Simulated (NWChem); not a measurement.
Molecule: C4H5NO; SMILES C=C1C=NCO1

```xyz
11

C      0.0580    -2.1256     0.0000
C      0.0275    -0.7723     0.0000
C      1.1489     0.1790     0.0000
N      0.7600     1.4096     0.0000
C     -0.6786     1.3710     0.0000
O     -1.1071    -0.0093     0.0000
H      1.0279    -2.6392     0.0000
H     -0.8647    -2.7207     0.0000
H      2.2129    -0.1113     0.0000
H     -1.0872     1.8830    -0.9020
H     -1.0872     1.8830     0.9020
```
Atoms are numbered in this order, from 1.

All runs: NWChem. The geometry was optimised at PBE-D3(BJ)/def2-SVP. Level MN15/def2-SVP: energy and gradient on several grids; changes count from the extra-fine grid, which is no exact limit either.

Task: Which is the coarsest grid (xfine; coarse; fine; xcoarse; medium) from which on the energy stays within 500 μHa and each gradient component within 500 μHa/bohr of xfine?

Result: coarse.
| grid | size of the energy change (μHa) | largest change of a gradient component (μHa/bohr) |
|---|---|---|
| xcoarse | 60000 | 3000 |
| coarse | 200 | 200 |
| medium | < 10 | 50 |
| fine | < 10 | < 30 |
| xfine | < 10 | < 30 |
